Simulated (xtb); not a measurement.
xtb input:

```bash
xtb mol.xyz --gfn 2 --ohess tight --chrg 1 --uhf 0
```
mol.xyz:
```
6

C     -0.57941458     0.24287503     0.01848411
N      0.63062795    -0.29409662    -0.03268626
H     -1.43828064    -0.42081276    -0.01352479
H     -0.74862951     1.27626272     0.12045185
H      1.34768536     0.50580302     0.00800347
H      0.84980160    -1.25806257    -0.09645217
```

**Question.** Which total energy does the run end on?

**Answer.** -6.60404 Eh (GFN2-xTB).

It need not be the lowest isomer of its formula.
